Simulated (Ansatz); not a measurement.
Basis-set extrapolation for C2H6ClFSi, SMILES `FC[SiH2]CCl` (PBE0-D4/def2-TZVP geometry, frozen core, the Gaussian-basis code of Ansatz). Multiplicity 1, RHF reference.

|  | def2-TZVPP | def2-QZVPP |
| --- | --- | --- |
| HF | -927.189446 | -927.219301 |
| MP2 correlation | -0.907156 | -0.982933 |
| CCSD(T) correlation | -0.998118 | not run |

Energies in hartree. Use E(X) = E(∞) + A·exp(−7.88·√X) for Hartree–Fock and E(X) = E(∞) + B·X^(−2.97) for correlation, with X = 3 and 4, and add CCSD(T) minus MP2 of the smaller set to the MP2 limit.

Problem. What is the CCSD(T) energy at the basis-set limit?

Solution. HF limit: -927.219301 + (-0.029855) × 0.13774 = -927.22341. MP2 limit: -0.982933 + (-0.075777) × 0.74074 = -1.03906. Higher-order term: -0.998118 − (-0.907156) = -0.09096. Total: -928.35343 hartree, 435.5 kJ/mol below CCSD(T)/def2-TZVPP.
